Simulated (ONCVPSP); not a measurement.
# iron (Fe): excitation energies, all-electron against ONCV

| Item | Value |
| --- | --- |
| Element | iron |
| Generator | ONCVPSP 4.0.1 |
| Type | optimised norm-conserving Vanderbilt (ONCV) |
| Functional | PBE |
| Relativity | scalar-relativistic |
| Frozen core | [Ne] 3s2 |
| Valence charge | 14 |
| Reference configuration | 3p6 3d6 4s2 |
| Partial waves | 4s: rc 2.60 bohr, ncon 4, nbas 8, qcut 2.4 1/bohr, 2 projectors, debl 2.2 Ha; 3p: rc 1.25 bohr, ncon 4, nbas 8, qcut 11.7 1/bohr, 2 projectors, debl 2.4 Ha; 3d: rc 1.65 bohr, ncon 4, nbas 9, qcut 9.1 1/bohr, 2 projectors, debl 2.3 Ha |
| Local potential | polynomial inside 0.95 bohr (lpopt 5, dvloc0 4 Ha) |
| Core correction | polynomial model core, fcfact 0.35 |

Energies are relative to the spin-unpolarised reference configuration 3p6 3d6 4s2; without spin polarisation the order of configurations can differ from experiment.

| valence configuration | charge | ΔE all-electron (eV) | error AE − PS (meV) |
| --- | --- | --- | --- |
| 3p6 3d6 4s0 | +2 | 24.932 | -39 |
| 3p6 3d5 4s0 | +3 | 59.155 | -61 |
| 3p6 3d5 4s2 | +1 | 14.207 | +84 |

Task: What are ΔE and the potential's error for 3p6 3d6 4s1?

Result: ΔE = 8.729 eV all-electron; the error (AE − PS) is -14 meV.

Levels in the configuration 3p6 3d5 4s2:

```csv
level,all-electron (eV),pseudo (eV)
3p,-74.915,-74.837
3d,-21.531,-21.310
4s,-14.052,-14.067
```

Note: ghosts flagged at negative energy: s at -6.6 eV; no localised positive-energy state flagged. A true bound ghost makes a file unfit for plane-wave use.
